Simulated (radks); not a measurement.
Species: Se II. Configuration: [Ar] 3d10 4s2 4p3. Method: non-relativistic Kohn-Sham, exchange-only LDA, spin-polarised, spherical densities, point nucleus; open shells are filled with parallel spins first; computed with a radial shooting solver on a logarithmic mesh with Libxc functionals.

Unscreened Slater integrals over Kohn-Sham orbitals (hartree). They are taken over the spin-up orbitals.

integral      value
F0(4p,4p)   0.42494
F2(4p,4p)   0.22182
F0(4p,4s)   0.46010
G1(4p,4s)   0.30464
F0(4p,3d)   0.55548
F2(4p,3d)   0.11005
G1(4p,3d)  0.037800
G3(4p,3d)  0.034117
F0(4p,3p)   0.55789
F2(4p,3p)   0.10284
G0(4p,3p)  0.025121
G2(4p,3p)  0.028929
F0(4s,4s)   0.50685
F0(4s,3d)   0.64843
G2(4s,3d)  0.055321
F0(4s,3p)   0.65211
G1(4s,3p)  0.042124
F0(3d,3d)    1.4599
F2(3d,3d)   0.69177
F4(3d,3d)   0.43367
F0(3d,3p)    1.4805
F2(3d,3p)   0.70671
G1(3d,3p)   0.85655
G3(3d,3p)   0.52881
F0(3p,3p)    1.5160
F2(3p,3p)   0.75894

Derived for the open shells (J is the average intra-shell exchange parameter used in DFT+U). 4p: J = F2/5 = 0.04436 hartree.
